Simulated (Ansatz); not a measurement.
Consider the cleavage of the Si–Si bond: `[SiH3][SiH2]S[SiH3]` + H₂S → `[SiH3]S[SiH2]S` + SiH₄.

Isolated molecules relaxed with PBE0-D4/def2-TZVP in Ansatz; ΔE leaves out vibrations. CBS: MP2 limit from def2 TZ/QZ plus the TZ coupled-cluster correction, frozen cores. This one scheme is used for every species. Functionals use def2-TZVPP. One conformer a species, not always the lowest.

`[SiH3][SiH2]S[SiH3]`:

Z-matrix (Å, degrees):
```
Si
Si 1 2.339
H 1 1.487 2 109.9
H 1 1.489 2 110.8 3 120.4
H 1 1.487 2 109.1 3 -119.5
S 2 2.148 1 110.1 3 57.9
H 2 1.490 1 111.1 3 -63.2
H 2 1.486 1 110.9 3 175.8
Si 6 2.136 2 96.8 1 -86.0
H 9 1.486 6 110.6 2 48.2
H 9 1.483 6 106.6 2 167.8
H 9 1.484 6 110.9 2 -72.4
```

H₂S:

Cartesian coordinates in Å:
```
S 0.153 -0.441 0.408
H 0.002 0.889 0.490
H -0.155 -0.448 -0.898
```

`[SiH3]S[SiH2]S`:

Z-matrix (Å, degrees):
```
Si
S 1 2.138
H 1 1.482 2 106.9
H 1 1.482 2 111.5 3 120.1
H 1 1.488 2 109.7 3 -119.1
Si 2 2.134 1 97.6 3 154.8
S 6 2.137 2 115.0 1 53.8
H 6 1.480 2 105.3 1 171.0
H 6 1.482 2 109.9 1 -68.4
H 7 1.343 6 93.9 2 -89.1
```

SiH₄:

Cartesian coordinates in Å:
```
Si 0.000 0.000 0.000
H 1.052 -0.627 0.840
H -1.331 -0.245 0.610
H 0.037 -0.590 -1.362
H 0.243 1.462 -0.088
```

```
              species  r2SCAN-D4 energy (Eh)
`[SiH3][SiH2]S[SiH3]`            -1271.45117
                  H₂S             -399.37429
     `[SiH3]S[SiH2]S`            -1378.99313
                 SiH₄             -291.85455
```

Task: Work out ΔE.

Result: ΔE = (-1378.99313) + (-291.85455) − (-1271.45117) − (-399.37429) = -0.02222 Eh = -58.3 kJ/mol. CCSD(T)/CBS gives -59.3 kJ/mol.

Largest T1 diagnostic among the species: 0.012.
